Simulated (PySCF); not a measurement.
C3H6BClO, SMILES C=CCB(O)Cl.

Geometry optimised at B3LYP-D3(BJ)/def2-SVP. Other conformers were not sampled.

Level of theory: TDA-PBE/def2-SVPD run with PySCF 2.14.0.

Vertical excitations. Gas-phase values at a fixed geometry.

```csv
state,energy (eV),λ (nm),f,main pairs
S1,5.30,234,0.035,"HOMO→LUMO 76 %, HOMO→LUMO+2 23 %"
S2,5.55,223,0.002,HOMO→LUMO+1 100 %
S3,6.21,200,0.004,HOMO−1→LUMO 96 %
S4,6.75,184,0.029,HOMO−1→LUMO+1 85 %
S5,6.76,183,0.004,HOMO→LUMO+3 91 %
S6,6.85,181,0.059,"HOMO−1→LUMO+2 49 %, HOMO−2→LUMO 17 %, HOMO→LUMO+2 12 %"
S7,6.89,180,0.017,"HOMO−2→LUMO 49 %, HOMO−1→LUMO+2 23 %, HOMO−2→LUMO+2 16 %"
S8,7.07,175,0.024,HOMO→LUMO+4 98 %
S9,7.10,175,0.002,HOMO−2→LUMO+1 96 %
S10,7.16,173,0.099,HOMO−3→LUMO 69 %
T1,4.30,288,0,"HOMO→LUMO 72 %, HOMO→LUMO+2 25 %"
T2,5.26,236,0,"HOMO→LUMO+2 71 %, HOMO→LUMO 27 %"
T3,5.50,225,0,HOMO→LUMO+1 100 %
T4,6.08,204,0,HOMO−1→LUMO 98 %
```
Triplets are in the Tamm–Dancoff approximation.
